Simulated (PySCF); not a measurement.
## Electron correlation in Os²⁺ (osmium, charge +2)

[Xe] 4f14 5d6, high-spin 5D determinant. All numbers are calculated (PySCF 2.14, a scalar-relativistic core potential, in def2-TZVPPD with the def2 core potential (60 electrons) (6s5p3d2f1g, 59 functions)). Frozen: nothing; 14 electrons correlated.

```csv
level,correlation energy (mhartree)
CCSD,-320.63
(T),-8.08
CCSD(T),-328.71
```

Diagnostics: T1 = 0.0053, D1 = 0.0153, largest double amplitude 0.052.

Spin-orbit coupling, absent here, splits the open shell strongly.

Cost of the coupled-cluster step: about 18 core-seconds, for 14 correlated electrons.

The basis has no tight functions for the innermost shells, so their pair energies are far from complete.

This basis was not built for core-valence correlation, so the inner-shell part is incomplete.
